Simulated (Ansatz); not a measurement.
Cost and result for the atomization energy of C$_{2}$H$_{2}$BFO (`FB1C=CO1`) (7 atoms, 7 bonds).

Charge 0, multiplicity 1. All single points use the PBE0-D4/def2-TZVP geometry. Program: Ansatz. All runs use 2 threads of an Arm Neoverse V1 on a shared host. Times are those of one run each, without the atoms' runs, and a repeat can differ threefold. Electronic energies, without spin–orbit coupling; frozen cores. CCSD(T)/CBS adds CCSD(T) − MP2 in def2-TZVPP to the MP2 limit, and its time is that of the two runs behind it. T1 = 0.015. HSE06 is the plane-wave form, built on full-range PBE exchange.

CCSD(T)/CBS is a level of theory with its own doubt, some kJ/mol a heavy atom from the limit and from the frozen cores, so smaller differences don't rank the functionals.

```csv
level,functions,wall time
LDA (SPW92)/def2-TZVPP,183,1.1 s
revPBE-D4/def2-TZVPP,183,1.9 s
BLYP-D4/def2-TZVPP,183,2.1 s
PBE-D4/def2-TZVPP (with forces),183,2.4 s
HSE06-D4/def2-TZVPP,183,2.8 s
BHLYP-D4/def2-TZVPP,183,2.8 s
CCSD(T)/def2-SVP,80,3.4 s
B2PLYP/def2-TZVPP,183,5 s
ωB97X-V/def2-TZVPP,183,7.5 s
B97M-V/def2-TZVPP,183,9 s
MP2/def2-QZVPP,345,16 s
CCSD(T)/def2-TZVPP,183,71 s
CCSD(T)/CBS(def2),–,87 s
```

What atomization energy does each give, and how far from CCSD(T)/CBS? (Estimate.)

Ansatz gave: 
```csv
level,atomization (kJ/mol),difference from CCSD(T)/CBS,per bond
LDA (SPW92)/def2-TZVPP,3836.9,588.9,84.1
revPBE-D4/def2-TZVPP,3282.0,34.0,4.9
BLYP-D4/def2-TZVPP,3273.6,25.6,3.7
PBE-D4/def2-TZVPP (with forces),3395.7,147.7,21.1
HSE06-D4/def2-TZVPP,3299.6,51.6,7.4
BHLYP-D4/def2-TZVPP,3113.4,-134.6,-19.2
CCSD(T)/def2-SVP,3117.6,-130.4,-18.6
B2PLYP/def2-TZVPP,3236.3,-11.7,-1.7
ωB97X-V/def2-TZVPP,3260.9,12.9,1.8
B97M-V/def2-TZVPP,3279.1,31.1,4.4
MP2/def2-QZVPP,3347.7,99.7,14.2
CCSD(T)/def2-TZVPP,3163.5,-84.5,-12.1
CCSD(T)/CBS(def2),3248.0,0.0,0.0
```

The D4 term adds +17.7 kJ/mol with B3LYP and +9.0 kJ/mol with PBE0; it sums over pairs of atoms, weighted by their polarisabilities, and B3LYP, whose exchange is more repulsive, gets the larger term. Leaving LDA and LC-ωPBE aside and taking each functional with its dispersion term where it has one, the values spread over 282.3 kJ/mol, from BHLYP-D4 to PBE-D4. LDA lies +452.1 kJ/mol from PBE without D4, its usual overbinding. From r2SCAN to r2SCAN0 (25 % exact exchange), in def2-TZVPP and without D4, the atomization energy moves by −80.9 kJ/mol: exact exchange takes away binding that semilocal exchange gives to molecules.

B3LYP here is the variant with VWN-RPA as its local correlation; programs differ in this.
